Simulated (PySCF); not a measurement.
A TDDFT job was run through a driver script with this input:

```
{"job": {"kind": "uv", "xc": "PBE0", "basis": "def2-SVPD", "dynamic": true, "nstates": 6, "ntriplets": 0}, "charge": 0, "multiplicity": 1}
F     -1.884036    -1.643111     1.230808
C     -1.999555    -0.578727     0.497138
F     -3.239545    -0.305597     0.200226
C     -0.968202     0.169997     0.078603
F     -1.247154     1.238474    -0.676457
C      0.444136    -0.046992     0.356484
C      1.461440     0.833836    -0.189127
N      2.692232     0.552830     0.121768
Se     2.661781    -0.906123     1.170557
N      0.878613    -1.031544     1.103982
H      1.238254     1.691383    -0.829993
```

Its output, with some lines taken out ([cut]):

```
coarse grid: 56664 points
cycle   1  E = -2961.8972288457  dE =  1.079e+00  |g| = 7.383e-01  |ddm| = 6.097e+00
cycle   2  E = -2961.7641176918  dE =  1.331e-01  |g| = 1.137e+00  |ddm| = 2.426e+00
cycle   3  E = -2961.9973121034  dE = -2.332e-01  |g| = 1.044e-01  |ddm| = 1.522e+00
cycle   4  E = -2961.9986112569  dE = -1.299e-03  |g| = 6.692e-02  |ddm| = 2.435e-01
cycle   5  E = -2961.9994427981  dE = -8.315e-04  |g| = 2.700e-02  |ddm| = 1.304e-01
cycle   6  E = -2961.9995911326  dE = -1.483e-04  |g| = 1.026e-02  |ddm| = 5.286e-02
cycle   7  E = -2961.9996130286  dE = -2.190e-05  |g| = 2.305e-03  |ddm| = 1.679e-02
cycle   8  E = -2961.9996140072  dE = -9.786e-07  |g| = 8.509e-04  |ddm| = 5.395e-03
final grid: 120080 points
cycle   9  E = -2961.9995917166  dE =  4.751e-07  |g| = 1.671e-03  |ddm| = 6.548e-03
cycle  10  E = -2961.9995893604  dE =  2.356e-06  |g| = 3.514e-03  |ddm| = 8.127e-03
cycle  11  E = -2961.9995923622  dE = -3.002e-06  |g| = 3.208e-04  |ddm| = 5.699e-03
cycle  12  E = -2961.9995923837  dE = -2.158e-08  |g| = 5.513e-05  |ddm| = 4.943e-04
cycle  13  E = -2961.9995923845  dE = -7.085e-10  |g| = 8.806e-06  |ddm| = 9.081e-05
converged SCF energy = -2961.9995923845

[cut]

Singlet excitations
state   eV       nm        f      main configurations
  1   4.2008    295.1   0.20785   H->L 0.96
  2   4.7155    262.9   0.00013   H-2->L 0.73, H->L+1 0.23
[cut]
  4   5.3321    232.5   0.02338   H-1->L 0.91
[cut]
  6   5.9444    208.6   0.26253   H->L+2 0.87
```

Level of theory: TDDFT PBE0/def2-SVPD, vertical, gas phase, core orbitals frozen in the response in PySCF 2.14.0, density-fitted response routines. Isolated species at its PBE0-D3(BJ)/def2-SVP geometry (one conformer only). The PBE0/def2-SVPD calculation is non-relativistic and has no spin–orbit coupling, an omission that weighs most on selenium.

Task: What stood in the cut lines?

Result: 
```
Static polarisability (au): isotropic 90.477, principal 52.335 87.371 131.725
  3   4.7928    258.7   0.00015   H->L+1 0.70, H-2->L 0.24
  5   5.3505    231.7   0.00062   H-3->L 0.94
```

Task: How many basis functions and electrons does this run hold?

Result: 238 basis functions for 100 electrons in 50 doubly occupied orbitals.

Task: What share of the summed oscillator strength falls to the strongest level in this window?

Result: State 6 at 209 nm: 0.2625 of 0.4947, or 53%.

Task: What is the polarisability anisotropy, √(½[(α1 − α2)² + (α2 − α3)² + (α3 − α1)²])?

Result: 68.91 au.

Task: Which species is it?

Result: `FC(F)=C(F)c1cn[se]n1` (C4HF3N2Se).

The SCF starts on a coarse grid; the energy jumps when the final grid takes over, and dE counts afresh there. H and L stand for HOMO and LUMO.

On one thread of an Intel Xeon Platinum 8488C, shared host with 192 logical CPUs at a one-minute load of 62, this took 72 s (grids of density and orbitals included) and 0.98 GiB of memory at its peak.

Conformer computed: `[F:1][C:2]([F:3])=[C:4]([F:5])[c:6]1[cH:7][n:8][se:9][n:10]1`: C2–C4–C6–C7 179°.
